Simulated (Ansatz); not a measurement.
C$_{2}$H$_{6}$SiZn (`C[CH]1[SiH2][Zn]1`). Total charge 0; spin multiplicity 1. The structure was optimised at the PBE0-D4/def2-TZVP level.

```xyz
10

C    -1.287   -0.160    0.390
C    -0.007    0.614    0.240
Si    1.511   -0.196   -0.665
Zn    1.687    1.245    1.158
H    -1.717   -0.422   -0.588
H    -1.134   -1.093    0.937
H    -2.049    0.417    0.925
H    -0.188    1.595   -0.230
H     1.416   -0.477   -2.137
H     1.769   -1.525   -0.029
```

(1) What is the dipole moment at PBE/def2-TZVPP? (An estimate is asked.)

(2) And with r2SCAN, B3LYP, ωB97M-V? (Best estimate.)

(3) Give the Mulliken charges with PBE, r2SCAN, B3LYP in def2-TZVPP. (An estimate is asked.)

Answers

(1) Ansatz gave: 1.88 D, with components (-0.58, 1.16, 1.36) D in this frame, pointing from negative to positive charge.

(2) Computed: r2SCAN 1.95 D, B3LYP 1.98 D, ωB97M-V 2.32 D.

(3) The calculation gave: 
```tsv
atom	PBE	r2SCAN	B3LYP
C1	-0.26	-0.14	-0.26
C2	-0.10	-0.17	-0.15
Si3	0.06	0.12	0.13
Zn4	0.03	0.10	0.05
H5	0.09	0.05	0.09
H6	0.09	0.05	0.09
H7	0.09	0.05	0.09
H8	0.13	0.12	0.12
H9	-0.06	-0.08	-0.07
H10	-0.06	-0.08	-0.08
```

B3LYP here is the variant with VWN-RPA as its local correlation; programs differ in this.
